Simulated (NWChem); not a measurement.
System: CH6FNOSi; SMILES F[Si@@H](CN)O

Input file for NWChem:

```
start job
memory heap 200 mb stack 900 mb global 1100 mb
geometry units angstroms noautoz
  N     -0.002241    -2.270929     0.025779
  C     -0.811743    -1.093609    -0.284841
  Si    -0.031310     0.505078     0.284523
  O      1.446780     0.566258    -0.459729
  F     -0.918266     1.799629    -0.149799
  H      0.112296    -2.377650     1.032332
  H      0.934991    -2.161020    -0.358364
  H     -0.980607    -1.043712    -1.375036
  H     -1.817889    -1.211012     0.152776
  H      0.123455     0.592590     1.766340
  H      2.073031     1.236788    -0.173603
end
basis spherical
  N library 6-31+g*
  C library 6-31+g*
  Si library 6-31+g*
  O library 6-31+g*
  F library 6-31+g*
  H library 6-31+g*
end
dft
  xc xwpbe 0.80 cpbe96 1.0 hfexch 1.00
  cam 0.2 cam_alpha 0.2 cam_beta 0.8
  iterations 150
  vectors input atomic output neutral.movecs
end
task dft energy
charge 1
dft
  odft
  mult 2
  vectors input atomic output cation.movecs
end
task dft energy
charge -1
dft
  odft
  mult 2
  vectors input atomic output anion.movecs
end
task dft energy
```

All runs use the structure optimised with PBE0/def2-SVP.

Ions are spin-unrestricted doublets at the neutral geometry; other ion states weren't tried.

Task: Give the results of this calculation. (LRC-wPBEh/6-31+G* (spherical d), vertical spin-unrestricted ions.) Quantities: vertical ionisation energy, ΔSCF (eV); −ε(HOMO) (eV).

Result: 
```
Item                                   Value
-------------------------------------  -----
vertical ionisation energy, ΔSCF (eV)   9.18
−ε(HOMO) (eV)                           8.63
```
